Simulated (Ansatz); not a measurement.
Consider the atomization: `[GeH2]1[GeH2][GeH2]1` → 3 Ge• + 6 H•.

Gas-phase electronic energies from Ansatz, PBE0-D4/def2-TZVP geometries. CCSD(T)/CBS is the MP2 limit (def2-TZVPP, def2-QZVPP) plus CCSD(T) − MP2 in def2-TZVPP, frozen cores. This one scheme is used for every species, atoms too. DFT in def2-TZVPP. B3LYP here is the variant with VWN-RPA as its local correlation; programs differ in this. Open shells (•) are unrestricted, without spin–orbit coupling. Spin–orbit coupling would lower the free atoms: clearly for Ge. Bonds to Ge are less sure, by a few kJ/mol each and by 10 to 20 or more in all where they break to atoms, as the def2 sets lack core-valence functions. Scalar relativity is left out up to krypton.

Task: What is ΔE at CCSD(T)/CBS? (An estimate is asked.)

Result: Computed: +23.52 eV.

Task: What do these levels give: B97M-V, B3LYP-D4, r2SCAN0-D4, B2PLYP, PBE, r2SCAN, B3LYP, r2SCAN0, BHLYP, SCS-MP2/def2-TZVPP, MP2/def2-QZVPP, CCSD/CBS(def2)? (Best estimate.)

Result: Ansatz gave: B97M-V 23.79, B3LYP-D4 22.96, r2SCAN0-D4 23.25, B2PLYP 22.77, PBE 22.80, r2SCAN 23.42, B3LYP 22.61, r2SCAN0 23.19, BHLYP 22.42, SCS-MP2/def2-TZVPP 22.79, MP2/def2-QZVPP 22.88, CCSD/CBS(def2) 23.18 eV.

Largest T1 diagnostic among the species: 0.012.

The D4 term adds +0.35 eV with B3LYP and +0.18 eV with PBE0; it sums over pairs of atoms, weighted by their polarisabilities, and B3LYP, whose exchange is more repulsive, gets the larger term. From BLYP to BHLYP (50 % exact exchange), in def2-TZVPP and without D4, ΔE moves by +0.25 eV. Leaving LDA and LC-ωPBE aside and taking each functional with its dispersion term where it has one, the values, not all of them listed here, spread over 1.31 eV, from revPBE-D4 to B97M-V. LDA lies +3.71 eV from PBE without D4, its usual overbinding.

For atomizations the MP2-based limit and the directly extrapolated one differ by several kJ/mol either way, and by 10 to 25 for some Ge, Se and Sn compounds, so smaller differences from it don't rank the levels.
